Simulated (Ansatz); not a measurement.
Reaction (SMILES): C[SiH2][Si](N)(N)N + 5 [H][H] (H2) → C (CH4) + 3 N (NH3) + 2 [SiH4] (SiH4)
Geometries: B3LYP-D3(BJ)/def2-TZVP minima from Ansatz (a first-principles code), one conformer each, not searched for the lowest.

Wanted: energy of full hydrogenation (electronic energy difference), in kJ/mol. Correlated levels leave the core frozen unless marked. Spin-orbit coupling is left out. No relativistic terms. Basis-set limits of correlation are two-point, X^-3; Hartree-Fock from the larger set.

CCSD(T)/CBS(cc-pV(T+d)Z,cc-pV(Q+d)Z) (Ansatz) gives 63.7 kJ/mol.

Another calculation gave 21.9 kJ/mol. Which level was it?
(A) BLYP/def2-TZVPD (Ansatz)
(B) r2SCAN/def2-TZVPD (Ansatz)
(C) wB97X/def2-TZVPD (Ansatz)
(D) r2SCAN0/def2-TZVPD (Ansatz)

C, wB97X/def2-TZVPD (Ansatz). The others give 49.8 (r2SCAN0), 4.9 (BLYP), 63.0 (r2SCAN) kJ/mol.
